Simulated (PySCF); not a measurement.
Deuteron quadrupole couplings in `C#CC1[SiH2]C[SiH2]C[SiH2]1`

Species: C5H12Si3.
Cartesian coordinates in Å at the GFN2-xTB level; atoms count from 1:
```xyz
20
C5H12Si3 angstrom
C      2.7589    0.9844   -1.0410
C      2.1241    0.1399   -0.4746
C      1.3293   -0.8518    0.1985
Si     0.5561   -0.0861    1.7722
C     -0.6987    1.2370    1.2499
Si    -2.0450    0.6093    0.0648
C     -1.2068   -0.1849   -1.4445
Si     0.0296   -1.5579   -1.0151
H      3.3355    1.7095   -1.5327
H      1.9924   -1.6660    0.5032
H      1.6231    0.5056    2.5945
H     -0.0994   -1.1584    2.5348
H     -0.1596    2.0555    0.7726
H     -1.1676    1.6580    2.1375
H     -2.8835   -0.3874    0.7485
H     -2.9049    1.7264   -0.3629
H     -0.6843    0.5884   -2.0080
H     -1.9691   -0.5836   -2.1115
H      0.7124   -2.0390   -2.2263
H     -0.6475   -2.6883   -0.3629
```

Level: PBE0/pcSseg-1 (PySCF, non-relativistic); Q(2H) = 0.00286 b; rigid geometry, the same for H and D, with no vibrational averaging.

Question: Rank these positions by the coupling χzz of a deuteron there, largest first.
A. H19 (Si–H hydrogen)
B. H9 (alkyne hydrogen)
C. H10 (methine hydrogen)
D. H18 (methylene hydrogen)

Answer: B (268 kHz), D (218 kHz), C (209 kHz), A (105 kHz).

Question: What are Vzz, η and χzz (234.96 MHz × Q × Vzz) at all hydrogens?

Answer: 
```tsv
atom	bonded to	bond length (Å)	Vzz (au)	η	χzz (kHz)
H9	C1	1.049	0.3991	0.01	268
H10	C3	1.093	0.3110	0.03	209
H11	Si4	1.471	0.1566	0.01	105
H12	Si4	1.470	0.1581	0.01	106
H13	C5	1.090	0.3194	0.01	215
H14	C5	1.089	0.3249	0.01	218
H15	Si6	1.471	0.1580	0.00	106
H16	Si6	1.473	0.1560	0.01	105
H17	C7	1.090	0.3194	0.01	215
H18	C7	1.089	0.3249	0.01	218
H19	Si8	1.471	0.1566	0.01	105
H20	Si8	1.470	0.1579	0.01	106
```

Question: Average by the element that carries the hydrogen.

Answer: on C: 224 kHz over 6 positions, mean bond length 1.083 Å; on Si: 106 kHz over 6 positions, mean bond length 1.471 Å.

One conformer (not necessarily the lowest) at the GFN2-xTB geometry, without solvent, vibrations or thermal averaging. GFN2-xTB bond lengths can be off by several hundredths of an ångström, more for odd bonds, and the gradients follow them. With a basis this small, the couplings can be 20 % off.
